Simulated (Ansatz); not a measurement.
AlB$_{2}$H$_{4}$NO, SMILES `N[B]1[AlH][B]1O`. Total charge 0; spin multiplicity 1. The structure was optimised at the PBE0-D4/def2-TZVP level. It is one conformer, not always the lowest.

```xyz
9

N     0.598    1.115    1.250
B     0.732    0.211    0.224
Al    1.032   -0.727   -1.546
B    -0.740   -0.665   -0.575
O    -1.984   -0.427   -0.156
H    -0.046    0.996    2.017
H     1.130    1.971    1.299
H     1.919   -2.049   -1.652
H    -2.640   -0.425   -0.861
```

Q: What is the dipole moment at r2SCAN/def2-TZVPP? (Estimate.)

A: Ansatz gave: 3.22 D, with components (-1.82, 2.31, 1.31) D in this frame, pointing from negative to positive charge.

Q: And with PBE, B3LYP, ωB97M-V? (Estimate.)

A: The calculation gave: PBE 3.22 D, B3LYP 3.02 D, ωB97M-V 2.95 D.

Q: Give the Mulliken charges with r2SCAN, B3LYP, ωB97M-V in def2-TZVPP. (Estimate.)

A: Computed: 
```json
{"atom": "N1", "r2SCAN": "-0.28", "B3LYP": "-0.23", "ωB97M-V": "-0.21"}
{"atom": "B2", "r2SCAN": "-0.03", "B3LYP": "-0.03", "ωB97M-V": "-0.01"}
{"atom": "Al3", "r2SCAN": "0.05", "B3LYP": "0.00", "ωB97M-V": "-0.02"}
{"atom": "B4", "r2SCAN": "0.09", "B3LYP": "0.10", "ωB97M-V": "0.09"}
{"atom": "O5", "r2SCAN": "-0.29", "B3LYP": "-0.25", "ωB97M-V": "-0.25"}
{"atom": "H6", "r2SCAN": "0.19", "B3LYP": "0.17", "ωB97M-V": "0.15"}
{"atom": "H7", "r2SCAN": "0.19", "B3LYP": "0.17", "ωB97M-V": "0.15"}
{"atom": "H8", "r2SCAN": "-0.16", "B3LYP": "-0.15", "ωB97M-V": "-0.12"}
{"atom": "H9", "r2SCAN": "0.24", "B3LYP": "0.22", "ωB97M-V": "0.21"}
```

B3LYP here is the variant with VWN-RPA as its local correlation; programs differ in this.
